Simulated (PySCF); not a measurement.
The same gas-phase reaction for F, Cl, I:
- SnF₄ + C₃H₈ → SnF₂ + 2 CH₃F + CH₂
- SnCl₄ + C₃H₈ → SnCl₂ + 2 CH₃Cl + CH₂
- SnI₄ + C₃H₈ → SnI₂ + 2 CH₃I + CH₂

Computed with PySCF and rigid-rotor harmonic-oscillator thermochemistry at 1 bar. † marks an energy on the PBE0/def2-TZVP geometry and frequencies. MP2 freezes the core. Open shells (unrestricted): CH₂ (multiplicity 3); the rest are closed-shell singlets. B3LYP is the form with VWN-RPA correlation. I, Sn: scalar-relativistic def2 core potential, no spin-orbit coupling. MP2 isn't extrapolated to the basis-set limit.

ΔH°(298 K) in kJ, by level:

```csv
level,F,Cl,I
ωB97M-V/def2-TZVP†,565.0,[?],639.0
LDA/def2-TZVP†,631.6,[?],714.6
PBE0/def2-SVP†,527.4,[?],638.5
MP2/def2-TZVPP†,580.8,[?],646.8
M06-2X/def2-TZVP†,575.7,623.4,637.6
ωB97X-V/def2-TZVP†,582.8,[?],655.1
B3LYP/def2-TZVP†,507.9,[?],573.3
HF/def2-TZVP†,408.5,[?],482.5
```

### Question
What belongs in the gaps?

### Answer

- ωB97M-V/def2-TZVP†, Cl: 618.8
- LDA/def2-TZVP†, Cl: 687.7
- PBE0/def2-SVP†, Cl: 617.7
- MP2/def2-TZVPP†, Cl: 625.4
- ωB97X-V/def2-TZVP†, Cl: 634.1
- B3LYP/def2-TZVP†, Cl: 556.8
- HF/def2-TZVP†, Cl: 470.4
